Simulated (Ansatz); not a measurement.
Cost and result for the atomization energy of CH7ClSi2, SMILES `C[SiH2][SiH2]Cl` (11 atoms, 10 bonds).

Cartesian coordinates in Å:
```
C -1.6517 0.4091 -0.5680
Si -0.4275 -0.4793 0.5423
Si 1.7798 0.0801 0.0007
Cl 3.0611 -0.9452 1.2570
H -1.5547 1.4923 -0.4691
H -2.6749 0.1345 -0.3017
H -1.4918 0.1457 -1.6157
H -0.5688 -1.9555 0.4082
H -0.6524 -0.1196 1.9695
H 2.1285 -0.2938 -1.3954
H 2.0522 1.5315 0.1722
```

The species carries charge 0 and has multiplicity 1. The geometry is a stationary point of PBE0-D4/def2-TZVP. It is one conformer, not always the lowest. Program: Ansatz. All runs use 4 threads of a server CPU on a shared host. Times are those of one run each, without the atoms' runs, and a repeat can differ threefold. Electronic energies, without spin–orbit coupling; frozen cores. CCSD(T)/CBS adds CCSD(T) − MP2 in def2-TZVPP to the MP2 limit, and its time is that of the two runs behind it. T1 = 0.010. B3LYP takes the VWN-RPA correlation (the form of Gaussian; ORCA's B3LYP/G).

CCSD(T)/CBS is a level of theory with its own doubt, some kJ/mol a heavy atom from the limit and from the frozen cores, so smaller differences don't rank the functionals.

| level | functions | wall time | atomization (kJ/mol) | difference from CCSD(T)/CBS | per bond |
| --- | --- | --- | --- | --- | --- |
| PBE-D4/def2-TZVPP (with forces) | 255 | 1.9 s | 3564.8 | -12.3 | -1.2 |
| PBE0-D4/def2-TZVPP | 255 | 2.5 s | 3554.6 | -22.5 | -2.3 |
| r2SCAN-D4/def2-TZVPP (with forces) | 255 | 2.9 s | 3578.8 | 1.7 | 0.2 |
| B3LYP-D4/def2-TZVPP (with forces) | 255 | 3.5 s | 3563.3 | -13.8 | -1.4 |
| B2PLYP/def2-TZVPP | 255 | 4 s | 3519.4 | -57.7 | -5.8 |
| ωB97X-V/def2-TZVPP | 255 | 5.5 s | 3597.3 | 20.2 | 2.0 |
| ωB97M-V/def2-TZVPP (with forces) | 255 | 8 s | 3578.9 | 1.8 | 0.2 |
| MP2/def2-QZVPP | 477 | 19 s | 3540.8 | -36.3 | -3.6 |
| CCSD(T)/def2-TZVPP | 255 | 64 s | 3487.1 | -90.0 | -9.0 |
| CCSD(T)/CBS(def2) | – | 83 s | 3577.1 | 0.0 | 0.0 |

From PBE to PBE0 (25 % exact exchange), in def2-TZVPP and without D4, the atomization energy moves by −6.7 kJ/mol: exact exchange takes away binding that semilocal exchange gives to molecules. In def2-TZVPP, CCSD(T) changes the Hartree–Fock value by +739.9 kJ/mol (the triples alone add +35.0 kJ/mol) and MP2 by +740.2 kJ/mol; breaking electron pairs costs correlation energy, which Hartree–Fock lacks. The D4 term adds +39.4 kJ/mol with B3LYP and +20.8 kJ/mol with PBE0; it sums over pairs of atoms, weighted by their polarisabilities, and B3LYP, whose exchange is more repulsive, gets the larger term.
